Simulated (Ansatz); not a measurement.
`C[CH](C)[SbH2]` + `BC(O)[SiH3]` → `BC([SiH3])OC` + `C[CH2][SbH2]`  (substitution at a C–C bond)

Gas-phase electronic energies from Ansatz, PBE0-D4/def2-TZVP geometries. CCSD(T)/CBS adds triple-zeta CCSD(T) − MP2 to the extrapolated MP2 energy (def2 sets, frozen cores). Functionals use def2-TZVPP. Elements past krypton have def2 core potentials. For Sb outer-core shells are correlated without core-valence functions, which leaves a few kJ/mol of doubt a bond. One conformer a species, not always the lowest.

```
             level  ΔE (kJ/mol)
           ωB97M-V         38.8
    MP2/def2-TZVPP         47.7
SCS-MP2/def2-TZVPP         43.5
    CCSD/CBS(def2)         44.0
```

(1) What does CCSD(T)/CBS give? (Best estimate.)

Largest T1 diagnostic among the species: 0.013.

## Answers

(1) The calculation gave: +44.0 kJ/mol. The listed levels differ from it by -5.2, 3.7, -0.5, 0.0 kJ/mol.

From PBE to PBE0 (25 % exact exchange), in def2-TZVPP and without D4, ΔE moves by +3.0 kJ/mol. In def2-TZVPP, CCSD(T) changes the Hartree–Fock value by +7.6 kJ/mol (the triples alone add −0.1 kJ/mol) and MP2 by +13.8 kJ/mol.
